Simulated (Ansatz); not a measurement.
Molecule: SiN₂H₅, charge 0, multiplicity 2. SMILES: N[SiH]N
Structure (B3LYP-D3(BJ)/def2-TZVP (Ansatz, an electronic-structure program) minimum search):
```
Si
N 1 1.7175
H 2 1.0053 1 122.63
H 2 1.0091 3 113.01 1 165.92
N 1 1.7264 2 106.03 3 -156.65
H 5 1.0085 1 120.10 2 -157.18
H 5 1.0087 6 111.48 1 149.20
H 1 1.5016 2 116.64 3 88.94
```
Charge 0, spin multiplicity 2.

Wanted: enthalpy of formation at 298 K, in kcal/mol. Set-up: valence correlation only; 6-311+G** with 5d, 6d on Na to Ar in Ansatz; six Cartesian d functions in 6-31G* and its kin unless marked 5d; UHF or UKS for open shells; no spin-orbit coupling; LANL2DZ with its own core potentials from Na on; non-relativistic; dispersion terms only where a functional's name holds one. CBS(X,Y): correlation extrapolated as X^-3; Hartree-Fock from the larger set. Ab initio and DFT rows: single points at B3LYP-D3(BJ) geometries (Ansatz), with unscaled harmonic terms from B3LYP/6-31G* (Ansatz) at its own minima, enthalpies of formation by atomisation with measured atoms.

Coupled cluster (Ansatz) is a level with limits of its own, used here on species with T1 under 0.025 (0.045 for open shells) and stable references: CCSD(T)/CBS(aug-cc-pV(T+d)Z,aug-cc-pV(Q+d)Z).

Value to compare with, CCSD(T)/CBS(aug-cc-pV(T+d)Z,aug-cc-pV(Q+d)Z) (Ansatz): 3.8 kcal/mol.

```tsv
level	program	enthalpy of formation at 298 K (kcal/mol)	difference
PBE/STO-3G	Ansatz	-66.8	-70.6
PBE/3-21G	Ansatz	33.6	29.8
PBE/LANL2DZ	Ansatz	29.1	25.3
PBE/6-31G*	Ansatz	15.0	11.2
PBE/def2-SVP	Ansatz	5.6	1.8
PBE/6-311+G**	Ansatz	4.3	0.5
PBE/def2-TZVPD	Ansatz	-3.8	-7.6
```

Among the 6 habitual levels, PBE/STO-3G lies farthest from CCSD(T)/CBS(aug-cc-pV(T+d)Z,aug-cc-pV(Q+d)Z) (Ansatz) (-70.6 kcal/mol) and PBE/6-311+G** nearest (0.5); 5 of 6 lie above it, and their mean absolute difference is 23.2 kcal/mol, the median 18.2. One case shows no general order.

The sets are all those run for this method; left out are runs that failed, that the program found above a lower state of the same kind, or whose <S^2> lies over 0.5 above the pure value.
